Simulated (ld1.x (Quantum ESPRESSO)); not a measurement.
## Before and after: TM potential for Bi (Z = 83)

```
Element                 : bismuth
Generator               : ld1.x (Quantum ESPRESSO) 7.5
Type                    : norm-conserving Troullier–Martins (Kleinman–Bylander form)
Functional              : PBE
Relativity              : scalar-relativistic
Frozen core             : [Xe] 4f14
Valence charge          : 15
Reference configuration : 5d10 6s2 6p2.5 (charge +0.5)
Partial waves           : 6s (bound): rc 1.95 bohr; 6p (bound): rc 2.60 bohr; 5d (bound): rc 1.05 bohr
Local potential         : all-electron potential smoothed inside 2.60 bohr (lloc = -1)
Core correction         : a·sin(br)/r model core, default radius (core density twice the valence density)
```

Change: all radii but the core radius scaled by about 0.88 (s 1.72, p 2.28, d 0.92 bohr); local potential all-electron potential smoothed inside 2.28 bohr (lloc = -1).

Cutoffs: the cutoffs (Ry, on a coarse ladder) from which the occupation-weighted sum of valence levels, in a spherical-Bessel basis at the reference potential, stays within 10 and 1 mRy of its value at 400 Ry; they do not see the model core or the augmentation charge, which bear on the density cutoff. Errors are all-electron minus pseudo energies relative to the spin-unpolarised reference configuration.

Q: How do hardness, ghosts and transferability respond?

A: Of the 7 tests that both files solve, the error grows in 1 and shrinks in 3 by more than 15 % and 0.3 meV (median size 6.9 → 7.7 meV); neither file shows a bound ghost.

```tsv
quantity	base	changed
cutoff, loose	80 Ry	260 Ry
cutoff, tight	160 Ry	over 300 Ry
loose cutoff by channel (10 mRy a level)	s 18 Ry, p 8 Ry, d 45 Ry	s 25 Ry, p 8 Ry, d 180 Ry
bound ghosts	none	none
error for 5d10 6s2 6p3, meV [ΔE -3.10 eV]	+1.8	+1.9
error for 5d10 6s2 6p2, meV [ΔE 4.82 eV]	-1.9	-1.7
error for 5d10 6s2 6p1, meV [ΔE 20.06 eV]	-10	-7.7
error for 5d10 6s2 6p3.3, meV [ΔE -4.19 eV]	+2.8	+3.1
error for 5d10 6s1 6p0, meV [ΔE 88.81 eV]	-83	-52
error for 5d10 6s2 6p0, meV [ΔE 43.41 eV]	-39	-30
error for 5d10 6s1 6p4, meV [ΔE 6.99 eV]	-6.9	-8.1
```
